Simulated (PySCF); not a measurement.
Parent: `[F:1][B:2]([F:3])[GeH3:4]`, BF2GeH3.

Computed, not measured: PBE0-D3(BJ)/def2-SVP geometry optimisation, gas phase (PySCF). One conformer each, not checked by frequencies here.

```tsv
coordinate of the parent	value
F1–B2	1.318 Å
B2–F3	1.318 Å
B2–Ge4	2.075 Å
F1–B2–F3	116.6°
F1–B2–Ge4	123.0°
F3–B2–Ge4	120.4°
```

How does the shared frame change in `[CH3:1][C:2]([CH3:3])([CH3:4])[GeH2:5][B:6]([F:7])[F:8]` with C2–Ge5–B6–F7 69°, C4H11BF2Ge? Atoms pair as F1 = F8, B2 = B6, F3 = F7, Ge4 = Ge5 (parent first).

```json
{"parent": "F1–B2", "relative": "F8–B6", "value in the relative": "1.319 Å", "change": "+0.001"}
{"parent": "B2–F3", "relative": "B6–F7", "value in the relative": "1.321 Å", "change": "+0.003"}
{"parent": "B2–Ge4", "relative": "B6–Ge5", "value in the relative": "2.072 Å", "change": "-0.003"}
{"parent": "F1–B2–F3", "relative": "F8–B6–F7", "value in the relative": "116.0°", "change": "-0.6"}
{"parent": "F1–B2–Ge4", "relative": "F8–B6–Ge5", "value in the relative": "123.0°", "change": "0.0"}
{"parent": "F3–B2–Ge4", "relative": "F7–B6–Ge5", "value in the relative": "120.9°", "change": "+0.5"}
```

No shared bond changes by more than 0.004 Å. Bonds of the relative outside the shared frame: C1–C2 1.528, C2–C3 1.527, C2–C4 1.529, C2–Ge5 1.990 Å.

How does the shared frame change in `[BH2:1][GeH2:2][B:3]([F:4])[F:5]` with H–B1–Ge2–B3 -85° and 91°, B1–Ge2–B3–F4 83°, B2F2GeH4? Atoms pair as F1 = F4, B2 = B3, F3 = F5, Ge4 = Ge2 (parent first).

```json
{"parent": "F1–B2", "relative": "F4–B3", "value in the relative": "1.318 Å", "change": "0.000"}
{"parent": "B2–F3", "relative": "B3–F5", "value in the relative": "1.318 Å", "change": "0.000"}
{"parent": "B2–Ge4", "relative": "B3–Ge2", "value in the relative": "2.079 Å", "change": "+0.004"}
{"parent": "F1–B2–F3", "relative": "F4–B3–F5", "value in the relative": "116.9°", "change": "+0.3"}
{"parent": "F1–B2–Ge4", "relative": "F4–B3–Ge2", "value in the relative": "121.6°", "change": "-1.4"}
{"parent": "F3–B2–Ge4", "relative": "F5–B3–Ge2", "value in the relative": "121.4°", "change": "+1.0"}
```

Of the parent's bonds, B2–Ge4 changes most (+0.004 Å). Bonds of the relative outside the shared frame: B1–Ge2 2.051 Å.
